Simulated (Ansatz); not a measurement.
Species: sum formula H₂BO, net charge 0, doublet state. It need not be the lowest isomer of its formula. 
Geometry from a B3LYP-D3(BJ)/def2-TZVP (Ansatz, an electronic-structure program) optimisation:
```
B
O 1 1.2808
H 1 1.2095 2 120.31
H 1 1.2095 3 119.38 2 -180.00
```
Charge 0, spin multiplicity 2.

Parts of the frozen-core correlation energy in cc-pVDZ (Ansatz, hartree). Frozen orbitals: 2; correlated occupied orbitals by spin: 6 and 5; virtual: 30 and 31. Open shells are spin-unrestricted. No spin-orbit coupling. No relativistic terms.

| term | value |
|---|---|
| reference (HF) | -100.70692 |
| MP2 opposite-spin | ___ |
| MP2 same-spin | -0.05303 |
| CCSD correlation | ___ |
| (T) | ___ |
| CCSDT minus CCSD(T) | -0.00114 |
| CCSDT(Q) minus CCSD(T) | -0.00179 |
| T1 diagnostic | 0.040 |
| largest doubles amplitude | 0.057 |
| <S^2> of the reference | 0.768 |

Complete the blanks.


- MP2 opposite-spin, value: -0.17867
- CCSD correlation, value: -0.26476
- (T), value: -0.00666
